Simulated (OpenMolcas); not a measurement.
A calculation on Tb²⁺.

```json
{"Program": "OpenMolcas 26.06", "Method": "MS-CASPT2, IPEA 0.25 Eh, imaginary shift 0.1 Eh (closed shells correlated: 5s 5p)", "Basis": "ANO-RCC-VTZP [8s7p5d3f2g1h]", "Scalar Hamiltonian": "DKH2, point nucleus", "Active space": "9 electrons in 7 orbitals (4f)", "State averaging": "2S+1 = 6 odd, 21 roots; 2S+1 = 4 odd, 224 roots (128 in the spin-orbit step); 2S+1 = 2 odd, 249 roots kept (CI in the orbitals of an earlier block, 143 in the spin-orbit step)", "Spin-orbit coupling": "state interaction with AMFI integrals over the reference wave functions, term energies averaged over their components"}
```

**Question.** Which level of the active space comes out lowest?

**Answer.** 4f9 6H* 15/2, with 95 % of that term; it is also the measured ground level.

**Question.** How high does 4f9 6H* 13/2 lie?

**Answer.** 2960 cm-1 above the lowest level; measured 2805 cm-1 above the ground level, so the calculation is off by +5 %.

**Question.** How high does 4f9 6H* 9/2 lie?

**Answer.** 6650 cm-1 above the lowest level; measured 6258 cm-1 above the ground level, so the calculation is off by +6 %.

**Question.** How high does 4f9 6H* 5/2 lie?

**Answer.** 8880 cm-1 above the lowest level; measured 8286 cm-1 above the ground level, so the calculation is off by +7 %.

**Question.** The level at 7970 cm-1 has J = 9/2. What is it made of, and what is its g factor?

**Answer.** 90 % 4f9 6F* 9/2, 8 % 4f9 4F*(1); g = 1.422, against 1.435 from Landé's formula for the pure leading term.

Measured values: Martin, Zalubas and Hagan, Atomic Energy Levels: The Rare-Earth Elements, NSRDS-NBS 60 (1978).

CASPT2 does not keep the components of a term degenerate, so their means are used; among the terms shown or strongly mixed into the levels shown the widest spread is 360 cm-1 (4f9 6H*). Blocks of more than 70 roots (2S+1 = 4 odd, 2 odd) ran without multistate coupling. High states are left out of the spin-orbit mixing, which shifts the levels that they would mix with. Computed and measured levels are paired by configuration, term and J; levels that our copy of the source lacks, or whose pairing is in doubt (as where it misses far off the trend of its configuration), stay unpaired and out of the deviations. Only configurations of the active space appear.

A number in round brackets counts repeated terms of one configuration in the order of the reference energies. * marks odd parity.
